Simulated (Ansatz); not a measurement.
Calculated with Ansatz (gas phase, PBE0-D4/def2-TZVP geometries, no zero-point term in ΔE). CBS: MP2 limit from def2 TZ/QZ plus the TZ coupled-cluster correction, frozen cores. This one scheme is used for every species. Functionals use def2-TZVPP. B3LYP here is the variant with VWN-RPA as its local correlation; programs differ in this. For Br, Ge outer-core shells are correlated without core-valence functions, which leaves a few kJ/mol of doubt a bond. Scalar relativity is left out up to krypton. Each species was taken in one conformer, which may not be the lowest.

Consider the ligand exchange at a Ge–N bond: `[F][Ge][N]([SiH3])[SiH3]` + HBr → `[F][Ge][Br]` + `[SiH3]N[SiH3]`.

CCSD(T)/CBS gives -41.0 kJ/mol.

Problem. Another level gave -47.5 kJ/mol. Which?
A. MP2/def2-TZVPP
B. PBE0/def2-TZVPP
C. B3LYP-D4/def2-TZVPP
D. ωB97X-V/def2-TZVPP

Solution. D. ωB97X-V -47.5, B3LYP-D4 -52.2, MP2/def2-TZVPP -34.6, PBE0 -59.7 kJ/mol.

Largest T1 diagnostic among the species: 0.014.

In def2-TZVPP, CCSD(T) changes the Hartree–Fock value by +31.3 kJ/mol (the triples alone add +4.0 kJ/mol) and MP2 by +32.2 kJ/mol. The D4 term adds +12.7 kJ/mol with B3LYP and +6.9 kJ/mol with PBE0; it sums over pairs of atoms, weighted by their polarisabilities, and B3LYP, whose exchange is more repulsive, gets the larger term.
